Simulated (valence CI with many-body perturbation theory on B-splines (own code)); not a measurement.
**Ho XXXVI: electric-dipole lines**

Calculated by configuration interaction combined with many-body perturbation theory (CI+MBPT): four valence electrons over a frozen Dirac-Fock core [Ar] 3d10, radial functions for each j: 11 s, 11 p, 10 d, 8 f, 5 g, 2 h, with the one-electron correlation potential Σ1 (screened to all orders), the two-electron term Σ2, the three-electron term Σ3, Breit, model QED; selected single and double excitations, second order for the rest, scaled by the run's own slope (own B-spline code, finite nucleus).

The last digits are not significant, and no measured levels were compared; by estimate large intervals hold to a few tenths of a per cent, small ones and those within an open d or f shell to about a per cent. Among the levels kept, up to 400 cm⁻¹ of a level comes from second order outside the variational space, and about a tenth of that is noise between levels of different J, which matters for small intervals.

Lines 1 to 50 of 558 in falling wavelength, among levels below 490.79 eV, chosen from the strongest by gf and those to the six lowest levels. Wavelengths and rates use the calculated energies. Electric multipoles are in the length gauge with retardation, E1 and E2 with the static RPA response of the core. Weak lines are less certain than strong ones. Lines between different terms over intervals too small for the method are left out, as are lines whose strength nearly cancels. Where a level lies close to another of its J and parity, the split of strength between their lines is uncertain. The highest levels of a list are the least certain.

Levels are named by their leading jj configuration (3d3/2^4 stands for four electrons in 3d with j = 3/2), which in mixed levels can hold well under half, so a name can repeat and another be missing. Letters in brackets count levels of one name in rising energy.

```csv
λ vac (nm),Upper,Lower,A (s⁻¹),log gf,Branch %
61.65,(4s 4p1/2^2 4p3/2) J=2,(4s^2 4p3/2^2) J=2,2.35e+06,-3.17,0.0
50.28,(4s 4p1/2^2 4p3/2) J=1,(4s^2 4p3/2^2) J=0,3.54e+06,-3.40,0.0
37.88,(4s 4p1/2^2 4p3/2) J=1,(4s^2 4p3/2^2) J=2,3.48e+07,-2.65,0.0
19.13,(4s 4p1/2 4p3/2 4d3/2) J=4,(4s^2 4p3/2 4d3/2) J=3,4.10e+09,-0.69,65.8
18.71,(4s 4p1/2 4p3/2 4f7/2) J=5 [d],(4s^2 4p3/2 4f5/2) J=4,3.40e+09,-0.71,0.9
18.30,(4s 4p1/2 4p3/2^2) J=2 [a],(4s^2 4p3/2^2) J=2,9.55e+08,-1.62,9.2
18.13,(4s 4p1/2 4d3/2 4d5/2) J=5,(4s^2 4d3/2 4d5/2) J=4,6.47e+09,-0.46,10.7
17.94,(4s 4p1/2 4p3/2 4d5/2) J=4 [b],(4s^2 4p3/2 4d5/2) J=3,4.84e+09,-0.68,2.4
17.82,(4s 4p1/2^2 4f7/2) J=4,(4s^2 4p1/2 4f7/2) J=3,4.16e+09,-0.75,1.9
17.81,(4s^2 4p1/2 4d3/2) J=2,(4s^2 4p3/2^2) J=2,5.72e+08,-1.87,40.2
17.65,(4s 4p1/2 4p3/2 4f7/2) J=6,(4s^2 4p3/2 4f7/2) J=5,6.68e+09,-0.39,5.0
17.62,(4p1/2^2 4p3/2 4d3/2) J=3,(4s 4p1/2 4p3/2 4d3/2) J=2 [d],4.89e+09,-0.80,4.0
16.92,(4s 4p1/2^2 4f7/2) J=4,(4s^2 4p1/2 4f7/2) J=4,4.88e+09,-0.72,2.3
16.73,(4s 4p1/2 4p3/2 4f7/2) J=5 [c],(4s^2 4p3/2 4f7/2) J=4 [a],5.48e+09,-0.60,3.1
16.54,(4s 4p1/2 4p3/2 4d5/2) J=5,(4s^2 4p3/2 4d5/2) J=4,8.89e+09,-0.40,100.0
16.53,(4s^2 4p1/2 4d3/2) J=1,(4s^2 4p3/2^2) J=0,5.06e+08,-2.21,0.1
16.53,(4s 4p1/2 4p3/2^2) J=3,(4s^2 4p3/2^2) J=2,7.01e+09,-0.70,63.4
16.52,(4s 4p1/2^2 4p3/2) J=2,(4s^2 4p1/2 4p3/2) J=2,6.02e+09,-0.91,42.4
16.11,(4p1/2^2 4p3/2 4d5/2) J=3,(4s 4p1/2 4p3/2 4d5/2) J=3 [d],7.33e+09,-0.70,2.6
15.81,(4p1/2^2 4p3/2 4d5/2) J=4,(4s 4p1/2 4p3/2 4d5/2) J=4 [c],8.98e+09,-0.52,7.6
15.75,(4p1/2^2 4p3/2 4d5/2) J=4,(4s 4p1/2 4p3/2 4d5/2) J=3 [c],9.88e+09,-0.48,8.3
15.75,(4s 4p1/2^2 4p3/2) J=2,(4s^2 4p1/2 4p3/2) J=1,8.19e+09,-0.82,57.6
15.28,(4s 4p1/2^2 4f7/2) J=3 [b],(4s^2 4p1/2 4f5/2) J=2,6.97e+09,-0.77,2.2
15.16,(4s 4p1/2 4p3/2^2) J=1 [a],(4s^2 4p3/2^2) J=0,8.29e+09,-1.07,2.5
15.06,(4s 4p1/2^2 4d3/2) J=2,(4s^2 4p1/2 4d3/2) J=2,9.88e+09,-0.77,38.9
15.00,(4p1/2 4p3/2^2 4d5/2) J=3 [a],(4s 4p3/2^2 4d3/2) J=4,7.86e+09,-0.73,5.6
14.98,(4p1/2^2 4p3/2 4d3/2) J=3,(4s 4p1/2 4p3/2 4d3/2) J=3 [c],9.34e+09,-0.66,7.7
14.93,(4s^2 4p1/2 4d3/2) J=1,(4s^2 4p3/2^2) J=2,4.02e+09,-1.39,0.6
14.92,(4p1/2^2 4p3/2 4d5/2) J=1,(4s 4p1/2 4p3/2 4d5/2) J=2 [d],1.63e+10,-0.79,4.7
14.74,(4p1/2^2 4p3/2 4d3/2) J=2,(4s 4p1/2 4p3/2 4d3/2) J=2 [b],1.07e+10,-0.76,7.1
14.56,(4s 4p1/2^2 4f7/2) J=3 [b],(4s^2 4p1/2 4f7/2) J=4,1.26e+10,-0.55,3.9
14.54,(4p1/2 4p3/2^2 4d5/2) J=4 [a],(4s 4p3/2^2 4d5/2) J=5,6.36e+09,-0.74,2.3
14.46,(4p1/2^2 4p3/2 4d5/2) J=3,(4s 4p1/2 4p3/2 4d5/2) J=4 [b],1.83e+10,-0.40,6.6
14.32,(4s 4p1/2 4p3/2^2) J=1 [b],(4s^2 4p3/2^2) J=0,2.56e+09,-1.63,0.4
14.30,(4p1/2^2 4p3/2^2) J=0,(4s 4p1/2 4p3/2^2) J=1 [a],5.24e+10,-0.79,19.6
14.17,(4s 4p1/2^2 4d5/2) J=2,(4s^2 4p1/2 4d5/2) J=3,1.71e+10,-0.59,5.3
14.14,(4s 4p1/2^2 4p3/2) J=1,(4s^2 4p1/2 4p3/2) J=2,2.09e+10,-0.72,12.2
14.06,(4p1/2 4p3/2^2 4d5/2) J=3 [a],(4s 4p3/2^2 4d5/2) J=4 [a],9.36e+09,-0.71,6.6
14.02,(4s 4p1/2 4p3/2 4d5/2) J=3 [c],(4s^2 4p3/2 4d5/2) J=4,1.22e+10,-0.60,4.2
13.98,(4s 4p1/2 4p3/2 4d5/2) J=4 [c],(4s^2 4p3/2 4d5/2) J=4,1.03e+10,-0.57,14.3
13.86,(4s 4p1/2 4p3/2 4d5/2) J=2 [b],(4s 4p3/2^3) J=2,1.29e+10,-0.73,4.2
13.82,(4p1/2^2 4p3/2 4d5/2) J=2,(4s 4p1/2 4p3/2 4d5/2) J=2 [b],1.37e+10,-0.71,5.3
13.80,(4s 4p1/2 4p3/2^2) J=1 [a],(4s^2 4p3/2^2) J=2,4.56e+08,-2.41,0.1
13.78,(4s 4p1/2 4p3/2^2) J=2 [b],(4s^2 4p3/2^2) J=2,6.31e+09,-1.05,2.6
13.78,(4p1/2^2 4p3/2^2) J=2,(4s 4p1/2 4p3/2^2) J=3,3.02e+10,-0.37,18.6
13.72,(4p1/2^2 4p3/2 4d5/2) J=2,(4s 4p1/2 4p3/2 4d5/2) J=3 [a],2.20e+10,-0.51,8.5
13.60,(4p1/2 4p3/2^2 4d3/2) J=3,(4s 4p3/2^2 4d5/2) J=4 [a],9.16e+09,-0.75,1.7
13.57,(4s 4p1/2^2 4p3/2) J=1,(4s^2 4p1/2 4p3/2) J=1,4.85e+09,-1.40,2.8
13.50,(4p1/2^2 4p3/2 4d3/2) J=3,(4s 4p1/2 4p3/2 4d3/2) J=4,3.28e+10,-0.20,26.9
13.45,(4p1/2^2 4p3/2 4d5/2) J=4,(4s 4p1/2 4p3/2 4d5/2) J=5,3.68e+10,-0.05,31.0
```
